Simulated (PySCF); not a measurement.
## A search over the determinants of LiTe

Unrestricted PBE0; basis Li def2-SVPD, Te def2-SVPD with ECP28; scalar-relativistic core potentials; PySCF 2.14. Outer shells of the fragments: Li 2s1; Te 4d10 5s2 5p4.

Followed along the bond (rough minima from three points):

```tsv
2Ms+1	unpaired	⟨S²⟩ at the start	R at minimum (Å)	Te (eV)
2	π ↑	0.75	2.49	0.00
2	σ ↑	0.75	2.42	0.81
4	σ ↑, π ↑↑	3.75	none in the scan	≤ 2.54
```

Solutions found at the starting distance of 2.605 Å, counted from the lowest of them; the search is not exhaustive and high or unbound solutions are not listed, so other states can lie among these:

```json
{"2Ms+1": "2", "unpaired": "π ↑", "term": "²Π", "E (eV)": "0.00", "⟨S²⟩": "0.75", "⟨Lz²⟩": "1.01", "μ (D)": "-7.41"}
{"2Ms+1": "2", "unpaired": "σ ↑", "term": "²Σ⁺", "E (eV)": "0.84", "⟨S²⟩": "0.75", "⟨Lz²⟩": "0.00", "μ (D)": "-7.47"}
{"2Ms+1": "4", "unpaired": "σ ↑, π ↑↑", "term": "⁴Σ⁻", "E (eV)": "2.61", "⟨S²⟩": "3.75", "⟨Lz²⟩": "0.00", "μ (D)": "4.43"}
{"2Ms+1": "2", "unpaired": "σ ↓, π ↑↑", "term": "mixed", "E (eV)": "2.66", "⟨S²⟩": "1.75", "⟨Lz²⟩": "0.00", "μ (D)": "4.83"}
{"2Ms+1": "2", "unpaired": "σ ↑, π ↑↓", "term": "mixed", "E (eV)": "3.00", "⟨S²⟩": "1.76", "⟨Lz²⟩": "2.01", "μ (D)": "4.61"}
{"2Ms+1": "4", "unpaired": "σ ↑↑, π ↑", "term": "⁴Π", "E (eV)": "3.23", "⟨S²⟩": "3.75", "⟨Lz²⟩": "1.01", "μ (D)": "4.33"}
```

A term symbol is given only where ⟨S²⟩ and ⟨Lz²⟩ are close to those of a pure state; real π, δ and φ orbitals otherwise mix terms. A positive dipole means Li(−)Te(+).

Spin–orbit coupling is left out. Counting both spins, an empty level lies below a filled one in some of these solutions, because spin and occupation are held.
